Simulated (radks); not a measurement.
Values are calculated unless marked as measured or tabulated.
The mean radii <r> (bohr) of the occupied orbitals of an atom or ion are listed with their occupations. Level of theory: Dirac Kohn-Sham, PBEsol, spin-unpolarised, spherical densities, finite nucleus; Fermi nuclear charge, rms radius of each element as measured or else 0.836 A^(1/3) + 0.57 fm (a radial shooting solver on a logarithmic mesh with Libxc functionals).

| orbital | occ. | <r> |
|---|---|---|
| 1s1/2 | 2 | 0.02906 |
| 2s1/2 | 2 | 0.1251 |
| 2p1/2 | 2 | 0.1058 |
| 2p3/2 | 4 | 0.1112 |
| 3s1/2 | 2 | 0.3391 |
| 3p1/2 | 2 | 0.3298 |
| 3p3/2 | 4 | 0.3410 |
| 3d3/2 | 4 | 0.3122 |
| 3d5/2 | 6 | 0.3158 |
| 4s1/2 | 2 | 0.8078 |
| 4p1/2 | 2 | 0.8487 |
| 4p3/2 | 2 | 0.8760 |
| 4d3/2 | 4 | 1.016 |
| 4d5/2 | 6 | 1.027 |
| 5s1/2 | 2 | 2.005 |
| 4f5/2 | 2 | 3.548 |

Name the element and its charge. Open shells, if any, fill j = l - 1/2 first.

Answer. Z = 50, tin, charge +2: Sn2+ in [Ar] 3d10 4s2 4p4 4d10 5s2 4f2. The 1s radius gives Z: for a bare nucleus <r> = (2 gamma + 1)/(2Z) with gamma = sqrt(1 - (Z/c)^2), 0.02862 bohr for Z = 50, and screening makes it slightly larger (0.02906 here). The occupations add up to 48, and the charge is Z minus that.
